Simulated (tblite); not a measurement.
Species: C3H10BrFSi2.
Atom-mapped SMILES: `[F:1][CH2:2][Si@@H:3]([CH2:4][SiH3:5])[CH2:6][Br:7]` (hydrogens: H8, H9 on C2; H10 on Si3; H11, H12 on C4; H13, H14, H15 on Si5; H16, H17 on C6)

Computed with GFN2-xTB (tblite), gas phase: L-BFGS steps from a force-field or distance-geometry start until the largest atomic force falls under 0.01 eV/Å.

Step 8: E = -646.8888 eV
```
atom  x, y, z in Å  |  force x, y, z in eV/Å
F1     -0.1631    2.0963    1.1137   -0.003  -0.102   0.034
C2     -0.5484    1.9724   -0.2064   -0.018   0.056  -0.013
Si3    -0.7290    0.1348   -0.7256   -0.077   0.006  -0.080
C4      0.9651   -0.6817   -0.9088   -0.010   0.019   0.015
Si5     2.0234   -0.6306    0.6826    0.039   0.002   0.085
C6     -1.7846   -0.6982    0.6338   -0.041  -0.040  -0.054
Br7    -2.0892   -2.5513    0.0975   -0.003  -0.005   0.021
H8     -1.4814    2.5279   -0.2999   -0.071   0.052  -0.020
H9      0.2128    2.4843   -0.7930    0.040   0.023  -0.063
H10    -1.4830    0.1020   -1.9981   -0.004   0.031   0.135
H11     0.8382   -1.7116   -1.2372   -0.015  -0.050   0.053
H12     1.5045   -0.1809   -1.7113    0.040   0.027  -0.008
H13     1.2380   -1.2161    1.7783    0.118   0.009  -0.043
H14     2.3442    0.7695    0.9783    0.027  -0.117  -0.002
H15     3.2440   -1.4136    0.4521   -0.063   0.051   0.028
H16    -2.7699   -0.2496    0.7325   -0.031  -0.007  -0.009
H17    -1.3286   -0.7415    1.6201    0.071   0.046  -0.080
```

Step 9: E = -646.8922 eV
```
atom  x, y, z in Å  |  force x, y, z in eV/Å
F1     -0.1646    2.0919    1.1117    0.003  -0.097   0.047
C2     -0.5504    1.9744   -0.2087   -0.017   0.053   0.000
Si3    -0.7338    0.1384   -0.7305   -0.016  -0.028  -0.010
C4      0.9599   -0.6804   -0.9089    0.075   0.011   0.051
Si5     2.0247   -0.6317    0.6803    0.031   0.005   0.102
C6     -1.7859   -0.6984    0.6286   -0.039  -0.029  -0.041
Br7    -2.0899   -2.5518    0.1005   -0.002  -0.030   0.002
H8     -1.4819    2.5328   -0.2985   -0.070   0.051  -0.030
H9      0.2129    2.4860   -0.7928    0.038   0.027  -0.070
H10    -1.4892    0.1039   -1.9947   -0.049   0.032   0.038
H11     0.8424   -1.7128   -1.2323   -0.058  -0.049   0.036
H12     1.5082   -0.1833   -1.7076    0.012   0.039  -0.028
H13     1.2448   -1.2168    1.7789    0.101   0.000  -0.034
H14     2.3468    0.7663    0.9807    0.029  -0.102  -0.008
H15     3.2469   -1.4148    0.4548   -0.078   0.058   0.011
H16    -2.7708   -0.2528    0.7347   -0.061   0.015  -0.026
H17    -1.3271   -0.7390    1.6123    0.102   0.044  -0.036
```

Step 10: E = -646.8951 eV
```
atom  x, y, z in Å  |  force x, y, z in eV/Å
F1     -0.1660    2.0862    1.1107   -0.001  -0.082   0.028
C2     -0.5523    1.9773   -0.2107   -0.015   0.035   0.001
Si3    -0.7382    0.1409   -0.7349    0.055  -0.038   0.058
C4      0.9568   -0.6793   -0.9082    0.119  -0.002   0.063
Si5     2.0264   -0.6325    0.6800    0.008   0.003   0.068
C6     -1.7879   -0.6991    0.6236   -0.031  -0.006  -0.015
Br7    -2.0906   -2.5529    0.1033   -0.003  -0.049  -0.012
H8     -1.4836    2.5381   -0.2979   -0.041   0.041  -0.028
H9      0.2135    2.4880   -0.7937    0.014   0.021  -0.049
H10    -1.4957    0.1062   -1.9912   -0.088   0.030  -0.053
H11     0.8451   -1.7144   -1.2273   -0.081  -0.020   0.027
H12     1.5116   -0.1847   -1.7048   -0.017   0.034  -0.028
H13     1.2526   -1.2175    1.7789    0.063  -0.023   0.004
H14     2.3497    0.7618    0.9827    0.039  -0.051  -0.004
H15     3.2482   -1.4148    0.4574   -0.061   0.044  -0.007
H16    -2.7727   -0.2553    0.7361   -0.068   0.022  -0.037
H17    -1.3240   -0.7360    1.6047    0.108   0.039  -0.017
```

Step 11: E = -646.8976 eV
```
atom  x, y, z in Å  |  force x, y, z in eV/Å
F1     -0.1672    2.0797    1.1103   -0.009  -0.059  -0.006
C2     -0.5544    1.9806   -0.2126   -0.012   0.004  -0.005
Si3    -0.7411    0.1425   -0.7383    0.093  -0.030   0.081
C4      0.9563   -0.6786   -0.9065    0.111  -0.010   0.052
Si5     2.0283   -0.6333    0.6812   -0.015   0.001   0.018
C6     -1.7904   -0.6999    0.6192   -0.016   0.016   0.012
Br7    -2.0912   -2.5548    0.1055   -0.002  -0.052  -0.018
H8     -1.4858    2.5437   -0.2978    0.001   0.022  -0.019
H9      0.2142    2.4902   -0.7954   -0.019   0.011  -0.013
H10    -1.5035    0.1088   -1.9893   -0.093   0.027  -0.092
H11     0.8460   -1.7161   -1.2222   -0.085   0.018   0.024
H12     1.5144   -0.1854   -1.7028   -0.038   0.019  -0.017
H13     1.2607   -1.2186    1.7791    0.018  -0.050   0.054
H14     2.3531    0.7569    0.9845    0.050   0.015   0.007
H15     3.2482   -1.4141    0.4596   -0.023   0.018  -0.023
H16    -2.7756   -0.2573    0.7367   -0.051   0.018  -0.042
H17    -1.3192   -0.7326    1.5973    0.089   0.031  -0.014
```

Task: Estimate the geometry and energy of step 12. (The exact step hangs on the optimiser's Hessian estimate; all steps are aligned on step 11, rigid shifts and turns removed.)

Result: E = -646.8997 eV, largest force 0.113 eV/Å
```
atom  x, y, z in Å  |  force x, y, z in eV/Å
F1     -0.1684    2.0732    1.1099   -0.016  -0.032  -0.034
C2     -0.5563    1.9835   -0.2142   -0.007  -0.028  -0.014
Si3    -0.7420    0.1433   -0.7403    0.077  -0.015   0.045
C4      0.9580   -0.6783   -0.9040    0.057  -0.008   0.026
Si5     2.0300   -0.6339    0.6828   -0.023   0.001  -0.009
C6     -1.7929   -0.7002    0.6159    0.002   0.027   0.025
Br7    -2.0918   -2.5574    0.1070    0.002  -0.035  -0.015
H8     -1.4876    2.5490   -0.2980    0.037   0.001  -0.008
H9      0.2143    2.4924   -0.7970   -0.044   0.002   0.019
H10    -1.5119    0.1116   -1.9894   -0.058   0.023  -0.068
H11     0.8451   -1.7171   -1.2173   -0.074   0.045   0.021
H12     1.5160   -0.1856   -1.7014   -0.045   0.002  -0.006
H13     1.2681   -1.2205    1.7804   -0.016  -0.067   0.090
H14     2.3570    0.7530    0.9862    0.057   0.065   0.018
H15     3.2479   -1.4131    0.4609    0.017  -0.008  -0.035
H16    -2.7791   -0.2586    0.7363   -0.019   0.006  -0.040
H17    -1.3135   -0.7291    1.5908    0.054   0.022  -0.016
```

The energy changes by -0.0021 eV. The first-order estimate −F·Δx gives -0.0030 eV and the mean of the old and new forces, exact on a quadratic surface, -0.0021 eV. The step makes an angle of 62° with the force vector and moves no atom by more than 0.009 Å.

What follows is the cost of the whole relaxation. On Arm Neoverse V1, one thread (shared host), this took 0.44 s of wall time.
